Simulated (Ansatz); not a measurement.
A structure relaxed at PBE0-D4/def2-TZVP, charge 0, multiplicity 1:

```csv
atom,x (Å),y (Å),z (Å)
B1,1.177,0.062,-0.450
Ge2,-0.762,-0.010,0.218
F3,-0.812,-0.669,1.839
H4,2.085,-0.310,0.226
H5,1.398,0.487,-1.544
H6,-1.664,-0.938,-0.618
H7,-1.423,1.377,0.331
```

Problem. Give its formula and SMILES.

Solution. BFGeH4, `[BH2][GeH2][F]`.

Problem. Point group (tolerance 0.08 Å, 0.16 Å for H)?

Solution. Cs.

Problem. Summarise the bond lengths by kind.

Solution. 1 × B–Ge 2.052 Å; 2 × B–H 1.192 to 1.194 Å; 1 × F–Ge 1.751 Å; 2 × Ge–H 1.541 Å.

Computed with Ansatz.
